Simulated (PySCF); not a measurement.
A GIAO shielding run with PySCF (density fitting, non-relativistic, gas phase) on `F[Si-2](F)(F)(F)(F)F`, [F$_{6}$Si]2-:

```
$ OMP_NUM_THREADS=1 python probes_run.py task.json out

{"job": {"kind": "nmr", "xc": "KT3", "basis": "pcSseg-2", "pop": false}, "charge": -2, "multiplicity": 1}
F      0.471719    -0.669273    -1.555220
Si     0.181000    -0.058330     0.019041
F      1.667859     0.795759    -0.036166
F     -0.624049     1.297732    -0.656338
F      0.984823    -1.413780     0.694166
F     -0.110613     0.553765     1.593148
F     -1.306434    -0.912555     0.074581
```

Hardware: 1 thread of an Arm Neoverse V2, shared host.

(1) How large is the calculation?

(2) How long does it take, and how much memory does it need?

(3) And these other runs on the same molecule and hardware: GIAO shielding at B97-2/pcSseg-2; GIAO shielding at PBE0/pcSseg-2; GIAO shielding at wB97X-D/pcSseg-2?

Results:

(1) 70 electrons, 259 basis functions and 746 auxiliary functions.

(2) 26 s of wall time, with 14 SCF cycles; peak memory 0.73 GiB. Times on a shared host scatter by some tens of per cent.

(3) B97-2/pcSseg-2: 259 functions, 19 s; PBE0/pcSseg-2: 259 functions, 24 s; wB97X-D/pcSseg-2: 259 functions, 25 s.
